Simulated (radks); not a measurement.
Results of a calculation; reference values are marked as such.
Ionisation of V21+, [He], to V22+, 1s1, under several functionals. Dirac Kohn-Sham, spin-unpolarised, spherical densities, finite nucleus; a radial shooting solver on a logarithmic mesh with Libxc functionals.

| functional | E(V21+) (hartree) | Exc (hartree) | IE (eV) | -e(HOMO) (eV) | <r> HOMO (bohr) | IE error (eV) |
|---|---|---|---|---|---|---|
| XLYP | -518.39786 | -14.32593 | 6890.1 | 6716.7 | 0.06575 | +38.8 |
| LDA (Slater exchange, Perdew-Wang correlation) | -516.59247 | -12.49582 | 6868.0 | 6696.2 | 0.06587 | +16.7 |
| exchange-only B88 | -518.26038 | -14.18749 | 6887.5 | 6714.0 | 0.06575 | +36.2 |
| RPBE | -518.37580 | -14.30363 | 6888.9 | 6715.2 | 0.06576 | +37.6 |
| AM05 | -517.01817 | -12.92765 | 6871.6 | 6699.1 | 0.06583 | +20.3 |

NIST Atomic Spectra Database: 6851.3 eV (theoretical). Closest: LDA (Slater exchange, Perdew-Wang correlation). The Delta-SCF values span 22.06 eV, the total energies 1.81 hartree. The highest occupied level is 1s1/2. Spin polarisation and multiplet splitting are left out, so open shells lie too high by an amount that depends on their filling.

Beside tabulated values, note that spin-unpolarised runs miss the spin-polarisation part of the exchange energy of open shells.
